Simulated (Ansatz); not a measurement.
A nudged elastic band was laid between two geometries of C2H7AlSSi (12 atoms, charge 0, multiplicity 1).

Method: RKS PBE-D4/6-31G* in Ansatz.

```json
{"movable images": "7", "climbing image": "yes", "spring": "5.0 eV/Å²", "optimiser": "quadratic models (default)", "start path": "through a guess of the saddle point", "force threshold": "0.03 eV/Å", "iteration limit": "60", "end points": "relaxed"}
```

First end point:

```xyz
12
Properties=species:S:1:pos:R:3
C -1.383 0.409 0.617
C -0.115 0.151 -0.188
Si 1.364 -0.489 0.780
Al -0.099 -0.181 -2.109
S 0.449 1.716 -1.262
H -1.212 1.148 1.424
H -2.213 0.791 -0.004
H -1.722 -0.531 1.091
H 1.900 0.522 1.757
H 2.467 -0.863 -0.171
H 0.975 -1.725 1.547
H -0.333 -1.003 -3.446
```

Last end point:

```xyz
12
Properties=species:S:1:pos:R:3
C -1.291 0.646 0.619
C -0.113 0.133 -0.203
Si 1.360 -0.513 0.772
Al -0.260 -0.483 -2.046
S 0.531 1.449 -1.536
H -0.992 1.473 1.292
H -2.117 1.021 -0.011
H -1.690 -0.171 1.248
H 0.902 -1.563 1.750
H 2.068 0.570 1.539
H 2.345 -1.152 -0.167
H -0.666 -1.466 -3.223
```

**Question.** What changes between the two ends?

**Answer.** No bond is made or broken. The dihedral S5–C2–Si3–H10 goes from -59 to 62°. The two ends are copies of one structure, up to a mirror image or an exchange of like atoms.

**Question.** Give the energies along the band, and the barrier.

**Answer.** The run converged. The highest image is number 4 of 0 to 8, 2.8 kcal/mol above the ends, which have the same energy within 2 meV. A vibrational analysis at the climbing image gives one clearly imaginary mode, 163i cm⁻¹: a first-order saddle point.

```json
{"image": "0", "path coordinate (Å)": "0.00", "energy (kcal/mol)": "0.0", "dihedral S5–C2–Si3–H10 (°)": "-59"}
{"image": "1", "path coordinate (Å)": "0.60", "energy (kcal/mol)": "0.4", "dihedral S5–C2–Si3–H10 (°)": "-44"}
{"image": "2", "path coordinate (Å)": "1.21", "energy (kcal/mol)": "1.4", "dihedral S5–C2–Si3–H10 (°)": "-29"}
{"image": "3", "path coordinate (Å)": "1.81", "energy (kcal/mol)": "2.4", "dihedral S5–C2–Si3–H10 (°)": "-13"}
{"image": "4", "path coordinate (Å)": "2.41", "energy (kcal/mol)": "2.8", "dihedral S5–C2–Si3–H10 (°)": "3"}
{"image": "5", "path coordinate (Å)": "2.98", "energy (kcal/mol)": "2.4", "dihedral S5–C2–Si3–H10 (°)": "18"}
{"image": "6", "path coordinate (Å)": "3.54", "energy (kcal/mol)": "1.4", "dihedral S5–C2–Si3–H10 (°)": "33"}
{"image": "7", "path coordinate (Å)": "4.10", "energy (kcal/mol)": "0.4", "dihedral S5–C2–Si3–H10 (°)": "48"}
{"image": "8", "path coordinate (Å)": "4.66", "energy (kcal/mol)": "0.0", "dihedral S5–C2–Si3–H10 (°)": "62"}
```

**Question.** What is the geometry of the highest image?

**Answer.** 
```xyz
12
Properties=species:S:1:pos:R:3
C -1.294 0.572 0.612
C -0.087 0.145 -0.222
Si 1.380 -0.509 0.787
Al -0.273 -0.381 -2.090
S 0.483 1.540 -1.507
H -1.037 1.373 1.331
H -2.131 0.942 -0.007
H -1.668 -0.289 1.198
H 1.104 -0.374 2.261
H 2.649 0.220 0.462
H 1.620 -1.972 0.514
H -0.669 -1.322 -3.306
```

**Question.** What are the harmonic wavenumbers there?

**Answer.** 163i, 130, 193, 220, 232, 267, 383, 404, 435, 491, 549, 617, 640, 789, 893, 909, 917, 996, 1080, 1087, 1384, 1454, 1479, 1930, 2146, 2155, 2192, 2954, 3021, 3035 cm⁻¹.

Time of the run: 3.3 min on 2 threads of Arm Neoverse V1, with other jobs on the host, peak memory 0.15 GiB.
